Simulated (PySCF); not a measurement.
Question: What does the PBE0-D3(BJ)/def2-SVP structure of `[AlH3-][N+]#CCC1CCC1` look like in three dimensions?

Answer: 
```
atom  x, y, z in Å
Al1    3.5463    0.1064    0.7206
N2     1.8547   -0.7381   -0.0117
C3     0.8381   -1.1285   -0.3877
C4    -0.4779   -1.5439   -0.8376
C5    -1.5468   -0.4925   -0.5243
C6    -1.5916    0.0152    0.9373
C7    -1.1604    1.4193    0.4619
C8    -1.2427    0.9470   -1.0055
H9     3.1664    0.0964    2.2809
H10    3.4529    1.5184   -0.0398
H11    4.6519   -0.9382    0.2162
H12   -0.4160   -1.7353   -1.9220
H13   -0.7110   -2.5046   -0.3487
H14   -2.5018   -0.8981   -0.8906
H15   -2.5968   -0.0265    1.3795
H16   -0.8982   -0.4834    1.6327
H17   -1.8421    2.2374    0.7321
H18   -0.1464    1.7025    0.7788
H19   -2.0652    1.3934   -1.5817
H20   -0.3187    1.0641   -1.5932
```

Orientation and origin are arbitrary. Atoms count from 1 in this order. The 4-membered ring C5–C6–C7–C8 has internal angles of 89.7° to 90.0° (sum 360°, against 360° for a flat polygon); it is slightly puckered (a soft mode that the optimisation may not have finished), 0.03 Å rms from its mean plane, widest ring torsion 5°. Of the pairs four or more bonds apart, C3···H16 is among the closest relative to their van der Waals radii: 2.74 Å, 95 % of the sum of Bondi's values. The 6 C–C bonds span 1.451 Å (C3–C4, drawn single) to 1.548 Å (C5–C6, drawn single), a spread of 0.097 Å. Al1 (aluminium bonded to N and 3 H) is distorted tetrahedral (angles from 98.4° to 117.7°).

Bonds between heavy atoms (Å): Al1–N2 2.027, N2≡C3 1.152, C3–C4 1.451, C4–C5 1.532, C5–C6 1.548, C6–C7 1.544, C7–C8 1.544, C5–C8 1.548.

Method: PBE0-D3(BJ)/def2-SVP geometry optimisation, gas phase (PySCF).

Point group: near Cs, missed by 0.34 Å at most; the miss may be what the optimiser left on a soft mode. Whether it is a minimum is left open (no frequencies). One conformer, not necessarily the lowest (C3–C4–C5–C6 -51°).
